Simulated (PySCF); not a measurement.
PySCF job for C₂H₁₁FSi₃, SMILES F[SiH2][SiH2]CC[SiH3], TDA-PBE/def2-SVPD. Geometry optimised at PBE0-D3(BJ)/def2-SVP. The structure was generated by enumeration, and PubChem lists no compound with its InChIKey, so it may never have been made. Other conformers were not sampled.

```python
import numpy as np
from pyscf import gto, scf, dft, tdscf

mol = gto.M(
    atom='''
    F     2.53123447    1.82329535   -0.11682364
    Si    2.67631924    0.20401032    0.06841748
    Si    0.52470944   -0.64872522    0.42782287
    C    -0.60261937   -0.06376750   -0.97782664
    C    -2.03175998   -0.61827210   -0.98609433
    Si   -3.12378712   -0.14717255    0.48508085
    H     3.61112512   -0.04952885    1.20483307
    H     3.28276593   -0.33954054   -1.18508226
    H     0.03118943   -0.17340962    1.75825728
    H     0.59379872   -2.14589279    0.46795676
    H    -0.60853192    1.03988965   -0.93732907
    H    -0.08992602   -0.32017426   -1.92206635
    H    -2.02068491   -1.72053342   -1.05160032
    H    -2.56160853   -0.27381657   -1.89199580
    H    -3.07283076    1.33065452    0.71398854
    H    -2.68497460   -0.83311061    1.73894224
    H    -4.53653815   -0.54553402    0.20053745
    ''',
    basis='def2-SVPD',
    charge=0,
    spin=0,
    max_memory=1600,
    verbose=4,
)
mf = dft.RKS(mol, xc='pbe').density_fit(auxbasis='def2-universal-jkfit')
mf.grids.level = 3
mf.conv_tol = 1e-9
mf.max_cycle = 100
mf.kernel()
mf.grids = dft.Grids(mol).set(level=1).build(with_non0tab=True)  # coarser grid for the response kernel
td = tdscf.TDA(mf)
td.singlet = True
td.nstates = 6
td.conv_tol = 1e-4
td.positive_eig_threshold = 1e-6
td.kernel(x0=td.get_init_guess(mf, 11))
td.analyze()
tt = tdscf.TDA(mf)
tt.singlet = False
tt.nstates = 2
tt.conv_tol = 1e-4
tt.positive_eig_threshold = 1e-6
tt.kernel(x0=tt.get_init_guess(mf, 7))
tt.analyze(verbose=3)
```

Log of the run:

```
PySCF version 2.14.0

[INPUT] verbose = 4
[INPUT] num. atoms = 17
[INPUT] num. electrons = 74
[INPUT] charge = 0
[INPUT] spin (= nelec alpha-beta = 2S) = 0
[INPUT] symmetry False subgroup None
[INPUT] Mole.unit = angstrom
[INPUT] Symbol           X                Y                Z      unit          X                Y                Z       unit  Magmom
[INPUT]  1 F      2.531234470000   1.823295350000  -0.116823640000 AA    4.783339905359   3.445528855693  -0.220764684475 Bohr   0.0
[INPUT]  2 Si     2.676319240000   0.204010320000   0.068417480000 AA    5.057510385504   0.385523631385   0.129290299333 Bohr   0.0
[INPUT]  3 Si     0.524709440000  -0.648725220000   0.427822870000 AA    0.991557136574  -1.225912995898   0.808468054125 Bohr   0.0
[INPUT]  4 C     -0.602619370000  -0.063767500000  -0.977826640000 AA   -1.138785566658  -0.120503110648  -1.847824546904 Bohr   0.0
[INPUT]  5 C     -2.031759980000  -0.618272100000  -0.986094330000 AA   -3.839469913052  -1.168364939460  -1.863448216686 Bohr   0.0
[INPUT]  6 Si    -3.123787120000  -0.147172550000   0.485080850000 AA   -5.903102128244  -0.278115812554   0.916669954771 Bohr   0.0
[INPUT]  7 H      3.611125120000  -0.049528850000   1.204833070000 AA    6.824037478337  -0.093595961765   2.276804528119 Bohr   0.0
[INPUT]  8 H      3.282765930000  -0.339540540000  -1.185082260000 AA    6.203528538753  -0.641638628787  -2.239480906481 Bohr   0.0
[INPUT]  9 H      0.031189430000  -0.173409620000   1.758257280000 AA    0.058939480681  -0.327696689165   3.322624715723 Bohr   0.0
[INPUT] 10 H      0.593798720000  -2.145892790000   0.467956760000 AA    1.122116953917  -4.055149665779   0.884310114539 Bohr   0.0
[INPUT] 11 H     -0.608531920000   1.039889650000  -0.937329070000 AA   -1.149958666856   1.965106638270  -1.771295230893 Bohr   0.0
[INPUT] 12 H     -0.089926020000  -0.320174260000  -1.922066350000 AA   -0.169935549272  -0.605041663535  -3.632178994742 Bohr   0.0
[INPUT] 13 H     -2.020684910000  -1.720533420000  -1.051600320000 AA   -3.818541063941  -3.251336951961  -1.987236597305 Bohr   0.0
[INPUT] 14 H     -2.561608530000  -0.273816570000  -1.891995800000 AA   -4.840738560050  -0.517438325668  -3.575353890827 Bohr   0.0
[INPUT] 15 H     -3.072830760000   1.330654520000   0.713988540000 AA   -5.806808563539   2.514572609215   1.349242796678 Bohr   0.0
[INPUT] 16 H     -2.684974600000  -0.833110610000   1.738942240000 AA   -5.073866645414  -1.574350884369   3.286124580038 Bohr   0.0
[INPUT] 17 H     -4.536538150000  -0.545534020000   0.200537450000 AA   -8.572814657141  -1.030909889433   0.378960858219 Bohr   0.0

nuclear repulsion = 425.132585522713
number of shells = 99
number of NR pGTOs = 329
number of NR cGTOs = 223
basis = def2-SVPD
ecp = {}


******** <class 'pyscf.df.df_jk.DFRKS'> ********
method = DFRKS
initial guess = minao
damping factor = 0
level_shift factor = 0
DIIS = <class 'pyscf.scf.diis.CDIIS'>
diis_start_cycle = 1
diis_space = 8
diis_damp = 0
SCF conv_tol = 1e-09
SCF conv_tol_grad = None
SCF max_cycles = 100
direct_scf = False
XC library pyscf.dft.libxc version 7.1.2
    S. Lehtola, C. Steigemann, M. J. T. Oliveira, and M. A. L. Marques,  SoftwareX 7, 1–5 (2018)
XC functionals = pbe
    J. P. Perdew, K. Burke, and M. Ernzerhof,  Phys. Rev. Lett. 77, 3865 (1996)
    J. P. Perdew, K. Burke, and M. Ernzerhof,  Phys. Rev. Lett. 78, 1396 (1997)
    J. P. Perdew, K. Burke, and M. Ernzerhof,  Phys. Rev. Lett. 77, 3865 (1996)
    J. P. Perdew, K. Burke, and M. Ernzerhof,  Phys. Rev. Lett. 78, 1396 (1997)
radial grids:
    Treutler-Ahlrichs [JCP 102, 346 (1995); DOI:10.1063/1.469408] (M4) radial grids

becke partition: Becke, JCP 88, 2547 (1988); DOI:10.1063/1.454033
pruning grids: <function nwchem_prune>
grids dens level: 3
symmetrized grids: False
atomic radii adjust function: <function treutler_atomic_radii_adjust>
small_rho_cutoff = 0
Set gradient conv threshold to 3.16228e-05
Initial guess from minao.
tot grids = 207928
init E= -1049.9932458725
  HOMO = -0.296694177739283  LUMO = -0.0842462493598926  gap/eV = 5.78100
cycle= 1 E= -1050.02452572161  delta_E= -0.0313  |g|= 0.667  |ddm|= 4.85
  HOMO = -0.198236483496351  LUMO = -0.0436508065910943  gap/eV = 4.20649
cycle= 2 E= -1049.67043648022  delta_E= 0.354  |g|= 1.48  |ddm|= 2.15
  HOMO = -0.249468468276222  LUMO = -0.0495892116190548  gap/eV = 5.43899
cycle= 3 E= -1050.12082475776  delta_E= -0.45  |g|= 0.137  |ddm|= 1.47
  HOMO = -0.254680336382783  LUMO = -0.052150189029792  gap/eV = 5.51113
cycle= 4 E= -1050.12386465034  delta_E= -0.00304  |g|= 0.0812  |ddm|= 0.25
  HOMO = -0.255656369052309  LUMO = -0.0537844039100661  gap/eV = 5.49322
cycle= 5 E= -1050.12533214912  delta_E= -0.00147  |g|= 0.0147  |ddm|= 0.107
  HOMO = -0.255829179570882  LUMO = -0.0535123947911678  gap/eV = 5.50532
cycle= 6 E= -1050.12541407425  delta_E= -8.19e-05  |g|= 0.00326  |ddm|= 0.0324
  HOMO = -0.255559249771022  LUMO = -0.0533450113421838  gap/eV = 5.50253
cycle= 7 E= -1050.12541758454  delta_E= -3.51e-06  |g|= 0.00101  |ddm|= 0.00756
  HOMO = -0.255590236353324  LUMO = -0.0533732457861751  gap/eV = 5.50260
cycle= 8 E= -1050.12541785296  delta_E= -2.68e-07  |g|= 0.00032  |ddm|= 0.00179
  HOMO = -0.255590512498152  LUMO = -0.053375300957156  gap/eV = 5.50256
cycle= 9 E= -1050.12541787805  delta_E= -2.51e-08  |g|= 6.32e-05  |ddm|= 0.000465
  HOMO = -0.255588184200203  LUMO = -0.0533737056786139  gap/eV = 5.50254
cycle= 10 E= -1050.1254178791  delta_E= -1.05e-09  |g|= 1.89e-05  |ddm|= 0.00014
  HOMO = -0.255590988244845  LUMO = -0.0533755272024257  gap/eV = 5.50256
cycle= 11 E= -1050.12541787923  delta_E= -1.31e-10  |g|= 5.59e-06  |ddm|= 5.15e-05
  HOMO = -0.255589947032988  LUMO = -0.0533748033818919  gap/eV = 5.50255
Extra cycle  E= -1050.12541787922  delta_E= 7.73e-12  |g|= 9.35e-06  |ddm|= 2.45e-05
converged SCF energy = -1050.12541787922
tot grids = 62088
Overwritten attributes  positive_eig_threshold  of <class 'pyscf.tdscf.rks.TDA'>


******** <class 'pyscf.tdscf.rks.TDA'> for <class 'pyscf.df.df_jk.DFRKS'> ********
nstates = 6 singlet
deg_eia_thresh = 1.000e-03
wfnsym = None
conv_tol = 0.0001
eigh lindep = 1e-12
eigh level_shift = 0
eigh max_cycle = 100


Excitation energies (eV)
[5.76508511 5.88818041 6.38532581 6.44286087 6.64962795 6.69860024]

** Singlet excitation energies and oscillator strengths **
Excited State   1:      5.76509 eV    215.06 nm  f=0.0228
      36 -> 38        0.29153
      37 -> 38        0.63272
Excited State   2:      5.88818 eV    210.56 nm  f=0.0016
      36 -> 38       -0.63846
      37 -> 38        0.28592
Excited State   3:      6.38533 eV    194.17 nm  f=0.0019
      35 -> 38        0.69305
Excited State   4:      6.44286 eV    192.44 nm  f=0.0475
      36 -> 39       -0.11659
      37 -> 39       -0.64340
      37 -> 40        0.17174
      37 -> 41        0.11375
Excited State   5:      6.64963 eV    186.45 nm  f=0.0246
      36 -> 39        0.67993
Excited State   6:      6.69860 eV    185.09 nm  f=0.0007
      32 -> 38       -0.25688
      33 -> 38        0.21138
      34 -> 38       -0.61406

** Transition electric dipole moments (AU) **
state          X           Y           Z        Dip. S.      Osc.
  1        -0.3591      0.1415     -0.1126      0.1617      0.0228
  2        -0.0001      0.0688      0.0805      0.0112      0.0016
  3        -0.0943     -0.0239     -0.0510      0.0121      0.0019
  4         0.5143      0.1144     -0.1524      0.3008      0.0475
  5         0.3669     -0.0850     -0.0946      0.1508      0.0246
  6         0.0515     -0.0168      0.0337      0.0041      0.0007

** Transition velocity dipole moments (imaginary part, AU) **
state          X           Y           Z        Dip. S.      Osc.
  1        -0.0382     -0.0169     -0.0087      0.0018      0.0057
  2         0.0134     -0.0160      0.0135      0.0006      0.0019
  3        -0.0192      0.0122     -0.0035      0.0005      0.0015
  4         0.0893      0.0233      0.0093      0.0086      0.0242
  5         0.0662      0.0074      0.0097      0.0045      0.0124
  6         0.0107      0.0019     -0.0065      0.0002      0.0004

** Transition magnetic dipole moments (imaginary part, AU) **
state          X           Y           Z
  1         0.1757     -0.1461      0.5853
  2         0.0375      0.0997      0.3489
  3        -0.1476     -0.0151      0.0598
  4         0.0670     -0.4522     -0.5030
  5        -0.0623     -0.5388     -0.3398
  6         0.2138      0.2491      0.2001


******** <class 'pyscf.tdscf.rks.TDA'> for <class 'pyscf.df.df_jk.DFRKS'> ********
nstates = 2 triplet
deg_eia_thresh = 1.000e-03
wfnsym = None
conv_tol = 0.0001
eigh lindep = 1e-12
eigh level_shift = 0
eigh max_cycle = 100


Excitation energies (eV)
[5.13683485 5.74550339]

** Triplet excitation energies and oscillator strengths **
Excited State   1:      5.13683 eV    241.36 nm  f=0.0000
Excited State   2:      5.74550 eV    215.79 nm  f=0.0000
```

Self-consistency was reached.
